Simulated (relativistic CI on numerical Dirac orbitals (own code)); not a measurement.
Yb XVI: sensitivity of the levels to the model

Base calculation: Dirac-Coulomb-Breit CI, orbitals from a KLI potential per configuration, model QED, unscaled Slater integrals.

Configuration list (outside the closed core [Ar] 3d10 4d10): 4s2 4p6 4f9, 4s2 4p6 4f8 5s, 4s2 4p6 4f8 6s, 4s2 4p5 4f10, 4s 4p6 4f10, 4s2 4p6 4f7 5s2, 4s2 4p6 4f6 5s2 6s, 4p6 4f11, 4p5 4f12. Double excitations out of closed p, d and f shells are left out; levels of such configurations are missing from the list, as are those of other unlisted configurations, and high levels can miss mixing partners.

Variants: (1) configuration mixing switched off. Shifts of the energy above 4s2 4p6 4f7 5s2 8S°_7/2, in cm⁻¹, for the lowest level and the first level of each name with at least 55 % of one term (blank where a level changes its place among those of its configuration and J or its character, or is not in the variant):

```csv
Level,Base,Δ(1)
4s2 4p6 4f7 5s2 8S°_7/2,0.0,0.0
4s2 4p6 4f8 5s 8F_13/2,8439.6,+72.4
4s2 4p6 4f8 5s 8F_11/2,12934.4,+71.1
4s2 4p6 4f8 5s 8F_9/2,15725.2,+71.3
4s2 4p6 4f8 5s 8F_7/2,17953.5,+71.0
4s2 4p6 4f8 5s 8F_5/2,19604.3,+70.7
4s2 4p6 4f8 5s 8F_3/2,20769.3,+70.5
4s2 4p6 4f8 5s 8F_1/2,21464.5,+70.3
4s2 4p6 4f8 5s 6F_11/2,40876.9,+500.7
4s2 4p6 4f8 5s 6F_9/2,44117.1,+338.0
4s2 4p6 4f8 5s 6F_7/2,48293.7,+487.0
4s2 4p6 4f8 5s 6F_5/2,50594.7,+486.8
4s2 4p6 4f8 5s 6F_3/2,52191.2,+490.9
4s2 4p6 4f8 5s 6F_1/2,53164.3,+492.8
```

At this charge transitions that keep the count of f electrons are usually good to a few per cent. Terms inside the open d or f shell come out 10 to 20 % too wide with unscaled integrals. Levels and lines within the n = 5 or 6 shells can be off by up to 10 % or somewhat more, and those that change n by about 2 %, since core polarisation is missing. Levels that differ in their count of f electrons can be misplaced by several ten thousand cm⁻¹, since the correlation energy of f electrons is missing or only estimated; rates across such gaps can be off by orders of magnitude. The computed lowest level isn't the tabulated ground level, which NIST ASD gives as 4f9 6H°15/2; for such ions that label comes from theory and may be the wrong one.

Ionisation energy from one configuration of each of the two ions, the ground ones as tabulated or assumed: base 329.078 eV. The NIST ASD value (theoretical) is 360 ± 19 eV. The gap of more than 2 % comes from missing correlation, or from a tabulated value that is itself an estimate.

LS names give the leading component of a level, which can be under half, so a name can repeat, a term be missing and a line seem to break the LS rules.
